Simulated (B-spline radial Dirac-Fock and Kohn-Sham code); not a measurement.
## Auger parameter of praseodymium: the K level and its strongest K-LL line

Calculated with an atomic code on a B-spline grid, using Dirac-Fock (average of configuration) total-energy differences with a finite nucleus, the Breit interaction including its frequency dependence, and self-energy and vacuum-polarisation corrections. The modified Auger parameter α′ is the binding energy plus the kinetic energy of the Auger electron; it does not depend on the energy zero. For free ions it tends to fall with charge, since less charge screens the final holes.

| species | configuration | binding 1s (eV) | Auger line | kinetic (eV) | α′ (eV) |
| --- | --- | --- | --- | --- | --- |
| Pr | [Xe] 4f3 6s2 | 41990.9 | L2L3 J=2 | 29393.8 | 71384.7 |
| Pr⁺ | [Xe] 4f3 6s1 | 41997.3 | L2L3 J=2 | 29386.0 | 71383.3 |
| Pr²⁺ | [Xe] 4f3 | 42004.9 | L2L3 J=2 | 29377.4 | 71382.3 |
| Pr³⁺ | [Xe] 4f2 | 42024.1 | L2L3 J=2 | 29353.6 | 71377.6 |
| Pr³⁺ | [Xe] 6s2 | 42049.4 | L2L3 J=2 | 29320.6 | 71370.0 |
| Pr³⁺ | [Xe] 4f1 5d1 | 42032.7 | L2L3 J=2 | 29342.1 | 71374.8 |
| Pr³⁺ | [Xe] 4f1 6p1 | 42037.2 | L2L3 J=2 | 29336.7 | 71373.9 |
| Pr³⁺ (Watson 2 Å) | [Xe] 4f2 | 42002.5 | L2L3 J=2 | 29375.1 | 71377.6 |
| Pr³⁺ (Watson 2.7 Å) | [Xe] 4f2 | 42008.1 | L2L3 J=2 | 29369.6 | 71377.6 |
| Pr⁴⁺ | [Xe] 4f1 | 42045.8 | L2L3 J=2 | 29327.2 | 71373.0 |
| Pr⁴⁺ (Watson 1.8 Å) | [Xe] 4f1 | 42013.9 | L2L3 J=2 | 29359.2 | 71373.1 |
| Pr⁵⁺ | [Kr] 4d10 5s2 5p6 | 42069.8 | L2L3 J=2 | 29298.7 | 71368.5 |
| Pr⁵⁺ (Watson 2.7 Å) | [Kr] 4d10 5s2 5p6 | 42043.1 | L2L3 J=2 | 29325.3 | 71368.5 |
| Pr⁶⁺ | [Kr] 4d10 4f1 5s2 5p4 | 42081.3 | L2L3 J=2 | 29290.6 | 71371.9 |
| Pr⁷⁺ | [Kr] 4d10 4f1 5s2 5p3 | 42100.4 | L2L3 J=2 | 29271.3 | 71371.7 |
